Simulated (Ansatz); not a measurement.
Ansatz (a first-principles code) input (B3LYP/6-31G* with LANL2DZ past Ar): The .json file joins the Basis Set Exchange's 6-31G* for atoms up to Ar and LANL2DZ past it.

Ansatz 0.2 input:
```yaml
crystal:
  periodic: [false, false, false]
  atoms:
    - {symbol: Ga, position_ang: [-0.07291982, 0.12343991, 0.28867848]}
    - {symbol: F, position_ang: [-1.37584435, -1.01626928, -0.32617332]}
    - {symbol: F, position_ang: [0.13343100, 1.42660418, -0.98951333]}
    - {symbol: F, position_ang: [1.49358161, -0.83551680, 0.32134966]}
basis:
  gaussian:
    orbitals: 6-31Gs+LANL2DZ.json
hamiltonian:
  xc: {name: B3LYP}
total_charge: -1
magnetization: {spin_polarized: true, initial_magnetization: 1}
output: {forces: true}
```

Output:

```
WARN ansatz: RAYON_NUM_THREADS=1 ignored (pool sized by the plan → 1); use --threads N
Functional definition: B3LYP
integrals: 0.01 GiB planned
500 factors; integrals over basis functions are off by at most 2.2e-4 eV
mean field: 0.18 GiB planned
mean field evaluation 1: about -8210.2715 eV, gradient 7.8e0 eV
mean field evaluation 2: about -8210.1890 eV, gradient 1.1e1 eV
mean field evaluation 4: about -8210.5688 eV, gradient 1.9e-1 eV
mean field evaluation 8: about -8210.6188 eV, gradient 1.4e-2 eV
mean field evaluation 16: about -8210.6188 eV, gradient 5.5e-6 eV
mean field -8210.61876472 eV, -301.7346742461 hartree, gradient 5.5e-6 eV, S^2 0.751139; 0 other end points of the search recorded, 0 dependent functions left out
the calculation of the forces begins
reference -8210.61899150 eV, -301.7346825801 hartree; 16, 15 occupied and 37, 38 virtual orbitals, 500 factors
Total energy: -8210.61899150 eV, -301.7346825801 hartree
Atom 0 at    -0.072920     0.123440     0.288678 Å, force     0.303451    -0.513722    -1.201377 eV/Å
Atom 1 at    -1.375844    -1.016269    -0.326173 Å, force     0.807077     0.715434     0.397183 eV/Å
Atom 2 at     0.133431     1.426604    -0.989513 Å, force    -0.132088    -0.804657     0.809939 eV/Å
Atom 3 at     1.493582    -0.835517     0.321350 Å, force    -0.978440     0.602945    -0.005744 eV/Å
Dipole moment:    -0.080572     0.136393     0.318971 e Å
```

The dipole moment of an ion depends on the origin.
